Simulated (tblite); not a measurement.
Isomers of C8H14FN. Calculated harmonic vibrations of the isolated species, GFN2-xTB (tblite), most abundant isotopes, no scaling. This tight-binding method is rough: wavenumbers can miss measured ones by several per cent, in bad cases by 10 to 20. One conformer each.

Electronic energies: GFN2-xTB at the same geometries; isomer energies are rough at this level and their order can be wrong.

| SMILES | electronic energy, lowest = 0 (kJ/mol) |
| --- | --- |
| CCC/C=C\N(C)/C=C\F | 130.3 |
| C[C@@]1(C2CCC2)N[C@@H]1CF | 103.5 |
| CC(C)C1=C(F)N(C)CC1 | 5.2 |
| CC(C)[C@@H]1N=C[C@H](C)[C@H]1F | 0.0 |
| CCCC1=C(F)N(C)CC1 | 10.4 |

**Question.** How do GFN2-xTB zero-point energies change the relative energies?

**Answer.** 
```csv
SMILES,ZPE (kJ/mol),of it from modes above 1550 cm⁻¹,electronic (kJ/mol),"with ZPE, lowest = 0 (kJ/mol)",lowest mode (cm⁻¹),rings
CC(C)[C@@H]1N=C[C@H](C)[C@H]1F,541.9,262.6,0.0,0.0,29,1
CC(C)C1=C(F)N(C)CC1,540.8,260.5,5.2,4.1,31,1
CCCC1=C(F)N(C)CC1,541.4,259.5,10.4,10.0,40,1
C[C@@]1(C2CCC2)N[C@@H]1CF,544.7,253.9,103.5,106.3,52,2
CCC/C=C\N(C)/C=C\F,536.6,273.7,130.3,125.0,41,0
```

The zero-point energies span 8.1 kJ/mol, from `CCC/C=C\N(C)/C=C\F` to `C[C@@]1(C2CCC2)N[C@@H]1CF`. The order is unchanged.

**Question.** What do entropy and thermal enthalpy add at 298.15 K and 1 bar (rigid rotor, harmonic oscillator, one conformer each)?

**Answer.** 
```json
{"SMILES": "CC(C)[C@@H]1N=C[C@H](C)[C@H]1F", "point group": "C1", "symmetry number": "1", "S (J/(mol K))": "430.2", "H − H(0) (kJ/mol)": "31.26", "ZPE + H − H(0) − TS (kJ/mol)": "444.9"}
{"SMILES": "CC(C)C1=C(F)N(C)CC1", "point group": "C1", "symmetry number": "1", "S (J/(mol K))": "437.3", "H − H(0) (kJ/mol)": "32.44", "ZPE + H − H(0) − TS (kJ/mol)": "442.9"}
{"SMILES": "CCCC1=C(F)N(C)CC1", "point group": "C1", "symmetry number": "1", "S (J/(mol K))": "441.9", "H − H(0) (kJ/mol)": "32.41", "ZPE + H − H(0) − TS (kJ/mol)": "442.1"}
{"SMILES": "C[C@@]1(C2CCC2)N[C@@H]1CF", "point group": "C1", "symmetry number": "1", "S (J/(mol K))": "426.0", "H − H(0) (kJ/mol)": "30.11", "ZPE + H − H(0) − TS (kJ/mol)": "447.8"}
{"SMILES": "CCC/C=C\\N(C)/C=C\\F", "point group": "C1", "symmetry number": "1", "S (J/(mol K))": "458.0", "H − H(0) (kJ/mol)": "34.14", "ZPE + H − H(0) − TS (kJ/mol)": "434.2"}
```
